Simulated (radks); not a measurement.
The numbers below are computed, except where a source is named.
Ionisation of neutral helium, [He], to He+, 1s1, under several functionals. Scalar-relativistic Kohn-Sham, spin-polarised, spherical densities, finite nucleus; open shells are filled with parallel spins first; a radial shooting solver on a logarithmic mesh with Libxc functionals.

| functional | E(He) (hartree) | Exc (hartree) | IE (eV) | -e(HOMO) (eV) | <r> HOMO (bohr) | IE error (eV) |
|---|---|---|---|---|---|---|
| LDA (Slater exchange, VWN5 correlation) | -2.83497 | -0.97337 | 24.304 | 15.523 | 0.9592 | -0.283 |
| OLYP | -2.90776 | -1.06495 | 24.788 | 15.815 | 0.9445 | +0.201 |
| LDA (Slater exchange, Perdew-Zunger correlation) | -2.83442 | -0.97249 | 24.284 | 15.517 | 0.9595 | -0.303 |
| MS2 meta-GGA | -2.91273 | -1.07288 | 24.648 | 16.439 | 0.9355 | +0.061 |

NIST Atomic Spectra Database: 24.587 eV (measured). Closest: MS2 meta-GGA. The Delta-SCF values span 0.50 eV, the total energies 0.08 hartree. The highest occupied level is 1s.
